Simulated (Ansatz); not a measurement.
Geometry optimisation, RKS PBE/def2-mTZVP (Ansatz 0.2.0).

input.yaml

```yaml
crystal:
  periodic: [false, false, false]
  atoms:
    - { symbol: "N", position_ang: [-0.8625, 2.1347, 1.0843] }
    - { symbol: C, position_ang: [-1.1127, 0.9562, 0.3006] }
    - { symbol: Al, position_ang: [0.5691, -0.0613, 0.1649] }
    - { symbol: C, position_ang: [0.7354, -1.7718, -0.8407] }
    - { symbol: O, position_ang: [1.5665, -1.6962, -1.92] }
    - { symbol: H, position_ang: [-1.8024, 2.741, 1.0348] }
    - { symbol: H, position_ang: [-0.7413, 1.9144, 2.0777] }
    - { symbol: H, position_ang: [-1.8479, 0.3396, 0.7708] }
    - { symbol: H, position_ang: [-1.426, 1.233, -0.6882] }
    - { symbol: H, position_ang: [1.9218, 0.4946, 0.9116] }
    - { symbol: H, position_ang: [0.9306, -2.616, -0.1344] }
    - { symbol: H, position_ang: [-0.3342, -1.9723, -1.2227] }
    - { symbol: H, position_ang: [2.424, -1.7306, -1.5238] }
basis:
  gaussian: { orbitals: def2-mTZVP }
hamiltonian:
  xc: pbe
relax:
  f_tol: 0.015
  max_steps: 40
```

Run as:

```bash
$ ansatz run input.yaml --threads 2 --pin off --max-ram 3072MiB --backend cpu --events-out ev --progress --plain --runs-dir out
```

Where does it end, and by what steps?

It converged. The force dipped under the threshold on the way, but the program's further checks kept it going. After 19 steps the energy has fallen by 0.896 eV; O5 moved furthest, 1.16 Å. Joined: Al3–O5.

```tsv
step	energy less start (eV)	largest force component (eV/Å)	accepted
0	0.0000	3.868	yes
1	-0.5023	1.811	yes
2	-0.6120	0.429	yes
3	-0.6311	0.218	yes
4	-0.6450	0.233	yes
5	-0.6575	0.220	yes
6	-0.6853	0.435	yes
7	-0.7374	0.590	yes
8	-0.7996	0.550	yes
9	-0.8383	0.863	yes
10	-0.8435	0.823	yes
11	-0.8806	0.146	yes
12	-0.8823	0.398	yes
13	-0.8921	0.164	yes
14	-0.8939	0.058	yes
15	-0.8954	0.059	yes
16	-0.8958	0.024	yes
17	-0.8960	0.012	yes
18	-0.8961	0.017	yes
19	-0.8962	0.014	yes
```

```xyz
13
Properties=species:S:1:pos:R:3
N -0.655 2.181 0.684
C -1.128 0.800 0.426
Al 0.428 -0.432 0.441
C 0.539 -1.990 -0.755
O 1.154 -0.733 -1.415
H -1.441 2.841 0.681
H -0.240 2.244 1.618
H -1.960 0.462 1.083
H -1.535 0.764 -0.601
H 1.667 -0.226 1.440
H 1.316 -2.756 -0.646
H -0.244 -2.337 -1.439
H 2.119 -0.853 -1.502
```

Whether the end is a true minimum wasn't checked by a vibrational analysis.

Run time: 46 s on 2 threads of Arm Neoverse V2, with other jobs on the host, peak memory 0.17 GiB.
